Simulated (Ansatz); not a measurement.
This geometry of C2H8FNSi2 (14 atoms, charge 0, multiplicity 1) is a first-order saddle point.

Computed with Ansatz 0.2.0, RKS PBE0/def2-SVP.

```xyz
14
Properties=species:S:1:pos:R:3
N -2.128 -0.754 -0.235
Si -0.457 -0.395 -0.517
Si 0.815 -1.541 1.093
C -0.027 1.435 -0.419
C 1.193 1.936 -0.606
F 1.470 3.234 -0.524
H -2.822 -0.537 -0.942
H -2.519 -0.668 0.696
H -0.126 -0.900 -1.887
H 0.663 -3.026 0.987
H 0.390 -1.121 2.467
H 2.266 -1.201 0.938
H -0.819 2.156 -0.179
H 2.090 1.352 -0.845
```

Q: Which two structures does it join? (They come from a converged band through this point; their orientation in space is the band's.)

A: No bond is made or broken. The dihedral H9–Si2–C4–C5 goes from 2 to -128°.

Initial state:

```xyz
14
Properties=species:S:1:pos:R:3
N -1.940 -0.776 -0.418
Si -0.242 -0.421 -0.355
Si 0.598 -1.513 1.548
C 0.233 1.389 -0.289
C 0.966 1.961 -1.244
F 1.335 3.238 -1.217
H -2.494 -0.429 -1.195
H -2.483 -0.761 0.438
H 0.401 -0.954 -1.600
H 0.397 -2.993 1.465
H -0.113 -1.017 2.771
H 2.058 -1.235 1.717
H -0.071 2.029 0.548
H 1.341 1.452 -2.140
```

Final state:

```xyz
14
Properties=species:S:1:pos:R:3
N -2.036 -0.727 -0.463
Si -0.355 -0.378 -0.728
Si 0.854 -1.580 0.893
C 0.122 1.434 -0.691
C 0.916 1.971 0.234
F 1.239 3.260 0.258
H -2.700 -0.596 -1.218
H -2.460 -0.499 0.430
H -0.051 -0.899 -2.097
H 0.635 -3.047 0.702
H 0.381 -1.212 2.268
H 2.325 -1.305 0.831
H -0.269 2.120 -1.454
H 1.387 1.428 1.063
```

Q: How far does it lie above each of them?

A: 7.8 kJ/mol above the first and 5.2 kJ/mol above the second. This is the barrier of this one path; another mechanism may lie lower.

Run time: 5 min on 2 threads of Arm Neoverse V1, on a shared host, peak memory 0.34 GiB.
